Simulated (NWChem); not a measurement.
CH₇NSi; SMILES [SiH3]NC

```xyz
10

Si     0.0797     1.1049     0.0018
N     -0.5408    -0.5103     0.0106
C      0.2752    -1.6998    -0.0196
H     -1.0748     2.0237     0.2368
H      1.0932     1.2380     1.0944
H      0.7579     1.5429    -1.2675
H     -1.4797    -0.6467    -0.3466
H      0.5677    -2.0278    -1.0371
H     -0.2357    -2.5476     0.4672
H      1.2074    -1.5290     0.5432
```
Atoms are numbered in this order, from 1.

Results from NWChem. Geometry optimised at PBE0/def2-SVP; all other runs use it. 

```
quantity                                                           level  value
----------------------------------------------------  ------------------  -----
vertical ionisation energy, ΔSCF (eV)                       PBE/def2-SVP   8.66
vertical, lowest state with f > 0.02, singlet (eV)    PBE/def2-SVPD, TDA    ___
cavity-dispersion-structure term (kcal/mol) in water  PBE0/def2-SVP, SMD    3.1
anisotropy (bohr³), static                                 PBE/def2-SVPD    ___
dipole (D)                                                 PBE0/def2-SVP    ___
highest harmonic frequency (cm⁻¹)                          PBE0/def2-SVP   3641
```

Problem. Fill in the missing entries.

Solution. 
- vertical, lowest state with f > 0.02, singlet (eV), value: 5.90
- anisotropy (bohr³), static, value: 12.7
- dipole (D), value: 1.26
